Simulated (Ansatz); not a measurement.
Consider the cleavage of the Si–B bond: `C[Se]B[SiH3]` + `BC[SiH2]S` → `BC[SiH2]S[SiH3]` + `B[Se]C`.

Calculated with Ansatz (gas phase, PBE0-D4/def2-TZVP geometries, no zero-point term in ΔE). CBS: MP2 limit from def2 TZ/QZ plus the TZ coupled-cluster correction, frozen cores. DFT in def2-TZVPP. B3LYP here is the variant with VWN-RPA as its local correlation; programs differ in this. For Se outer-core shells are correlated without core-valence functions, which leaves a few kJ/mol of doubt a bond. Scalar relativity is left out up to krypton. Each species was taken in one conformer, which may not be the lowest.

`C[Se]B[SiH3]`:

Z-matrix (Å, degrees):
```
C
Se 1 1.952
H 1 1.089 2 108.7
H 1 1.089 2 108.7 3 -119.4
H 1 1.087 2 108.7 3 120.3
B 2 1.882 1 103.7 3 -119.4
Si 6 2.005 2 118.4 1 180.0
H 6 1.195 2 118.5 1 -0.1
H 7 1.489 6 112.8 2 -0.1
H 7 1.491 6 110.2 2 -121.0
H 7 1.491 6 110.2 2 120.7
```

`BC[SiH2]S`:

Z-matrix (Å, degrees):
```
C
Si 1 1.889
B 1 1.535 2 108.0
H 1 1.095 2 103.9 3 -121.6
H 1 1.094 2 104.3 3 122.7
S 2 2.139 1 111.6 3 -173.6
H 2 1.483 1 111.5 3 -58.0
H 2 1.484 1 109.7 3 63.8
H 3 1.197 1 120.6 2 90.2
H 3 1.198 1 120.7 2 -86.1
H 6 1.344 2 94.8 1 -64.3
```

`BC[SiH2]S[SiH3]`:

```xyz
14

B    -0.183    1.604    0.751
C    -1.102    0.425    1.169
Si   -1.310   -0.455   -0.474
S     0.283    0.161   -1.789
Si    1.873   -0.918   -0.846
H     0.994    1.578    0.969
H    -0.646    2.577    0.229
H    -2.107    0.728    1.476
H    -0.670   -0.264    1.897
H    -1.308   -1.935   -0.331
H    -2.544   -0.011   -1.165
H     3.091   -0.076   -0.889
H     1.509   -1.219    0.563
H     2.120   -2.195   -1.561
```

`B[Se]C`:

```xyz
8

B    -1.474   -0.635   -0.463
Se    0.358   -1.073   -0.492
C     1.180    0.479    0.357
H    -1.842    0.398    0.008
H    -2.216   -1.439   -0.935
H     0.400    1.189    0.622
H     1.881    0.930   -0.344
H     1.712    0.151    1.248
```

```tsv
level	ΔE (kJ/mol)	difference from CCSD(T)/CBS
PBE-D4	-63.7	6.1
PBE0-D4	-67.9	1.9
B3LYP-D4	-67.9	1.9
ωB97X-V	-68.7	1.1
ωB97M-V	-74.3	-4.5
r2SCAN	-66.7	3.1
PBE0	-61.4	8.4
MP2/def2-TZVPP	-77.1	-7.3
CCSD/def2-TZVPP	-64.3	5.5
CCSD(T)/def2-TZVPP	-66.0	3.8
HF/def2-QZVPP	-63.1	6.7
MP2/def2-QZVPP	-79.4	-9.6
SCS-MP2/def2-QZVPP	-74.4	-4.6
HF/CBS(def2)	-63.1	6.7
MP2/CBS(def2)	-80.9	-11.1
CCSD/CBS(def2)	-68.1	1.7
CCSD(T)/CBS	-69.8	0
```

Largest T1 diagnostic among the species: 0.014.

From PBE to PBE0 (25 % exact exchange), in def2-TZVPP and without D4, ΔE moves by −5.1 kJ/mol. The D4 term adds −12.1 kJ/mol with B3LYP and −6.4 kJ/mol with PBE0; it sums over pairs of atoms, weighted by their polarisabilities, and B3LYP, whose exchange is more repulsive, gets the larger term.
